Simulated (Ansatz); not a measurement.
Relaxation of CH8AlNSi2 (13 atoms, charge 0, multiplicity 1), to a largest force component of 0.02 eV/Å in at most 40 steps.

Level of theory: UKS B3LYP/STO-3G (Ansatz).

```xyz
13
Properties=species:S:1:pos:R:3
Si -2.226 0.337 0.409
Si -0.234 0.781 -0.403
N 0.524 -0.781 -0.829
C 1.369 -1.332 0.327
Al 2.465 -0.445 -0.901
H -2.167 -0.429 1.607
H -2.904 1.659 0.730
H -3.025 -0.316 -0.624
H -0.336 1.625 -1.573
H 0.538 1.523 0.640
H 1.319 -2.451 0.314
H 1.102 -0.865 1.333
H 3.593 0.659 -1.016
```

**Question.** Where does it end, and by what steps?

**Answer.** The forces met the threshold. Limits of this set-up: minimal basis. After 21 steps the energy has fallen by 1.533 eV; H13 moved furthest, 1.87 Å.

```json
{"step": "0", "energy less start (eV)": "0.0000", "largest force component (eV/Å)": "2.989", "accepted": "yes"}
{"step": "1", "energy less start (eV)": "-0.9470", "largest force component (eV/Å)": "1.479", "accepted": "yes"}
{"step": "2", "energy less start (eV)": "-1.0916", "largest force component (eV/Å)": "0.563", "accepted": "yes"}
{"step": "3", "energy less start (eV)": "-1.1532", "largest force component (eV/Å)": "0.617", "accepted": "yes"}
{"step": "4", "energy less start (eV)": "-1.2128", "largest force component (eV/Å)": "0.625", "accepted": "yes"}
{"step": "5", "energy less start (eV)": "-1.2859", "largest force component (eV/Å)": "0.682", "accepted": "yes"}
{"step": "6", "energy less start (eV)": "-1.4016", "largest force component (eV/Å)": "0.332", "accepted": "yes"}
{"step": "7", "energy less start (eV)": "-1.4460", "largest force component (eV/Å)": "1.024", "accepted": "yes"}
{"step": "8", "energy less start (eV)": "-1.5018", "largest force component (eV/Å)": "0.241", "accepted": "yes"}
{"step": "9", "energy less start (eV)": "-1.5035", "largest force component (eV/Å)": "0.256", "accepted": "yes"}
{"step": "10", "energy less start (eV)": "-1.5163", "largest force component (eV/Å)": "0.180", "accepted": "yes"}
{"step": "11", "energy less start (eV)": "-1.5240", "largest force component (eV/Å)": "0.055", "accepted": "yes"}
{"step": "12", "energy less start (eV)": "-1.5260", "largest force component (eV/Å)": "0.118", "accepted": "yes"}
{"step": "13", "energy less start (eV)": "-1.5273", "largest force component (eV/Å)": "0.178", "accepted": "yes"}
{"step": "14", "energy less start (eV)": "-1.5301", "largest force component (eV/Å)": "0.090", "accepted": "yes"}
{"step": "15", "energy less start (eV)": "-1.5315", "largest force component (eV/Å)": "0.112", "accepted": "yes"}
{"step": "16", "energy less start (eV)": "-1.5323", "largest force component (eV/Å)": "0.069", "accepted": "yes"}
{"step": "17", "energy less start (eV)": "-1.5327", "largest force component (eV/Å)": "0.050", "accepted": "yes"}
{"step": "18", "energy less start (eV)": "-1.5329", "largest force component (eV/Å)": "0.032", "accepted": "yes"}
{"step": "19", "energy less start (eV)": "-1.5330", "largest force component (eV/Å)": "0.023", "accepted": "yes"}
{"step": "20", "energy less start (eV)": "-1.5329", "largest force component (eV/Å)": "0.033", "accepted": "no"}
{"step": "21", "energy less start (eV)": "-1.5331", "largest force component (eV/Å)": "0.007", "accepted": "yes"}
```

```xyz
13
Properties=species:S:1:pos:R:3
Si -2.270 0.169 0.168
Si -0.242 1.172 -0.039
N 1.077 0.065 -0.365
C 1.529 -1.103 0.550
Al 2.418 -0.734 -1.038
H -2.355 -0.660 1.348
H -3.323 1.156 0.265
H -2.576 -0.669 -0.969
H -0.282 2.128 -1.128
H 0.016 1.929 1.175
H 0.777 -1.906 0.676
H 1.879 -0.794 1.554
H 3.371 -0.787 -2.184
```

Whether the end is a true minimum wasn't checked by a vibrational analysis.

Run time: 3.2 min on 1 thread of Arm Neoverse N1 (shared host), peak memory 0.18 GiB.
